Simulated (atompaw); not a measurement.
## P: PAW (atompaw) pseudisation with LDA (PW92), scalar-relativistic reference atom.

atompaw 4.2.0.5 input, output lines left out:

```
P 15
LDA-PW scalarrelativistic loggrid 1500 logderivrange -3 5 201
3 3 0 0 0 0
3 0 1.5
3 1 3.5
0 0 0
c
c
v
c
v
2
1.80 1.65 1.45 1.15
y
2.2
n
y
1.1
n
y
0.05
y
0.45
n
custom rrkj gramschmidtortho besselshape
3 1 troulliermartins
1.80
1.80
1.80
1.80
1.30
1.30
```

All-electron outer shells of the reference configuration (LDA (PW92), scalar-relativistic, ld1.x):

| shell | level (eV) | outermost node (bohr) | outermost maximum (bohr) |
| --- | --- | --- | --- |
| 2s | -173.90 | 0.14 | 0.42 |
| 2p | -125.26 | – | 0.35 |
| 3s | -14.38 | 0.66 | 1.56 |
| 3p | -5.88 | 0.64 | 1.81 |

Calculated quality:

| Quantity | Value |
| --- | --- |
| Cutoffs needed | 15 Ry and 21 Ry (the cutoffs (Ry, on a coarse ladder) from which the occupation-weighted sum of valence levels, in a spherical-Bessel basis at the reference potential, stays within 10 and 1 mRy of its value at 400 Ry) |
| Ghost test | no extra level below or beside the all-electron valence levels (s, p, d, f tested) (spherical-Bessel basis up to 400 Ry, 20 bohr box) |
| Lowest eigenvalue of the overlap operator | 0.43 (s channel) |
| Overlap eigenvalues printed by atompaw (projector basis) | 0.00027, 0.16, 1.25, 5.52, 5.54, 112 |
| Share of each valence orbital outside the PAW sphere | 3s 48 %, 3p 66 % |

Generation and tests took about 0.88 s on one core of a shared server CPU.
